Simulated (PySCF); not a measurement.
GeH2, SMILES [GeH2] (connectivity only; charge and spin as stated), neutral, multiplicity 1. Coordinates come from a PBE0-D3(BJ)/def2-TZVPD optimisation. The isomer is the one that the SMILES or the coordinates give; other isomers of the formula were not compared.

TDA-PBE0/def2-TZVPD (PySCF) puts the lowest singlet excitations at 2.56, 4.14, 6.24, 7.02, 7.62, 8.07 eV.

What are the lowest excitation roots from ADC(3)/aug-cc-pVDZ (PySCF 2.14.0)? (An estimate is asked for; the answer gives what the named calculation found.)

2.32, 4.09, 4.81, 6.03, 6.58, 6.94 eV. S1 differs by -0.25 eV (second minus first; roots are paired by order, and the bases may differ).
